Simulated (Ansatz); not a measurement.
`O=C=[N][AlH][Cl]` at its PBE0-D4/def2-TZVP geometry, where that method's forces vanish. The species carries charge 0 and has multiplicity 1.

```xyz
6

O    -2.0364    1.7878   -1.1263
C    -1.2289    1.1203   -0.6198
N    -0.3990    0.4426   -0.0871
Al    0.8180   -0.6570    0.5407
Cl    1.4137   -2.2453   -0.6687
H     1.4326   -0.4484    1.9612
```

(1) What forces (eV/Å) does r2SCAN-D4/def2-TZVPP give on these atoms in Ansatz? (Estimate.)

Results:

(1) The calculation gave: 
```
O1  -0.342  0.284 -0.212
C2   0.079 -0.070  0.043
N3   0.259 -0.205  0.174
Al4  0.005  0.026  0.047
Cl5  0.015 -0.032 -0.019
H6  -0.016 -0.003 -0.033
```
